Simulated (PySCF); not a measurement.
A PySCF script (with the pyscf-properties extension) for the NMR shieldings of `CC#C[Si@@H](C)N([SiH3])[SiH2]Cl`, C₄H₁₂ClNSi₃, on a GFN2-xTB geometry:

```python
import basis_set_exchange as bse
import numpy as np
from pyscf import gto, dft
from pyscf.prop import nmr

atoms = """
C     3.760557   -1.182508   -0.339601
C     2.499362   -0.621576    0.090369
C     1.451512   -0.150788    0.456548
Si   -0.183676    0.545277    0.967420
C    -0.202334    2.418699    0.686453
N    -1.413855   -0.246224   -0.015831
Si   -2.314307   -1.567387    0.679897
Si   -1.632923    0.254767   -1.656676
Cl   -2.912016    1.803026   -1.719936
H     4.557910   -0.450468   -0.213048
H     3.994734   -2.067174    0.252029
H     3.702606   -1.465272   -1.390416
H    -0.472804    0.204158    2.364561
H     0.446385    2.917851    1.399352
H     0.145914    2.675002   -0.309682
H    -1.202299    2.826666    0.800089
H    -2.941811   -1.102529    1.917580
H    -3.332598   -1.973781   -0.285626
H    -1.380765   -2.662560    0.952504
H    -2.218601   -0.835999   -2.423783
H    -0.359911    0.697763   -2.212674
"""
names = dict.fromkeys(["C", "Si", "N", "Cl", "H"], "pcSseg-1")
basis = {el: gto.basis.parse(bse.get_basis(n, elements=[el], fmt="nwchem")) for el, n in names.items()}
mol = gto.M(atom=atoms, basis=basis, charge=0, verbose=0)
mf = dft.RKS(mol, xc="PBE0")
mf.grids.level = 2
mf.grids.alignment = dft.numint.BLKSIZE   # the property module wants whole blocks of grid points
mf.conv_tol = 1e-9
mf.kernel()

calc = nmr.RKS(mf)   # GIAO
C = mf.mo_coeff
Co = C[:, mf.mo_occ > 0]
resp = mf.gen_response(singlet=True, hermi=2)
def vind(x):   # induced exchange potential for any number of trial vectors
    d = np.einsum("pi,xij,qj->xpq", C, 2 * x.reshape(-1, C.shape[1], Co.shape[1]), Co, optimize=True)
    return np.einsum("xpq,pi,qj->xij", resp(d - d.transpose(0, 2, 1)), C, Co, optimize=True).ravel()
mo1, _ = nmr.rhf.solve_mo1(calc, with_cphf=vind)
sigma = calc.kernel(mo1)
for i, s in enumerate(sigma):   # ppm
    w = np.linalg.eigvalsh((s + s.T) / 2)
    print("%2d %-2s iso %8.1f  s11 %8.1f  s22 %8.1f  s33 %8.1f" % (i, mol.atom_pure_symbol(i), w.mean(), *w))
```

Q: Give the expected output.

A: 
```
 0 C  iso    181.1  s11    172.6  s22    173.0  s33    197.8
 1 C  iso     75.3  s11    -21.2  s22    -13.4  s33    260.5
 2 C  iso     99.7  s11      8.4  s22     19.2  s33    271.6
 3 Si iso    382.7  s11    346.0  s22    384.4  s33    417.7
 4 C  iso    184.9  s11    176.2  s22    188.1  s33    190.4
 5 N  iso    233.5  s11    185.1  s22    244.9  s33    270.5
 6 Si iso    395.8  s11    350.2  s22    376.4  s33    460.9
 7 Si iso    370.3  s11    331.6  s22    376.0  s33    403.2
 8 Cl iso    910.4  s11    773.2  s22    931.1  s33   1026.8
 9 H  iso     29.6  s11     24.5  s22     27.9  s33     36.6
10 H  iso     29.6  s11     24.5  s22     27.9  s33     36.6
11 H  iso     29.7  s11     24.4  s22     28.4  s33     36.1
12 H  iso     26.7  s11     23.4  s22     25.2  s33     31.4
13 H  iso     31.5  s11     26.9  s22     28.1  s33     39.4
14 H  iso     31.1  s11     27.8  s22     29.8  s33     35.7
15 H  iso     31.1  s11     26.0  s22     30.3  s33     37.1
16 H  iso     26.9  s11     23.1  s22     25.0  s33     32.6
17 H  iso     26.9  s11     23.2  s22     25.9  s33     31.8
18 H  iso     26.9  s11     22.5  s22     25.5  s33     32.6
19 H  iso     26.5  s11     22.2  s22     25.3  s33     32.0
20 H  iso     26.3  s11     22.3  s22     25.9  s33     30.7
```

These numbers come from an equivalent density-fitted implementation of the same equations, which agrees with the script to about 0.01 ppm for H and up to a few tenths of a ppm for heavy atoms, so last digits may differ.

Q: Turn these shieldings into chemical shifts. Referencing at the same level of theory: $^{13}$C (186.93 ppm) and $^{29}$Si (349.16 ppm) and $^{1}$H (31.72 ppm) vs TMS; $^{15}$N (267.73 ppm) against NH3; HCl for $^{35}$Cl (949.78 ppm).

A: Averaging equivalent atoms: C 1: 111.6; C 2: 87.2; C 0: 5.8; C 4: 2.0; Si 7: -21.1; Si 3: -33.5; Si 6: -46.7; N 5: 34.2; Cl 8: 39; H 20: 5.41; H 19: 5.22; H 12: 5.03; H 16/17/18: 4.82; H 9/10/11: 2.06; H 13/14/15: 0.49 ppm. Experimental scales use liquid or dissolved standards, which lie at an offset from isolated NH3 (liquid NH3: subtract about 20 ppm).

Size and cost of the density-fitted run: 241 basis functions, 65 s wall time on 1 thread of an Arm Neoverse V1, shared host; peak memory 1.1 GiB.
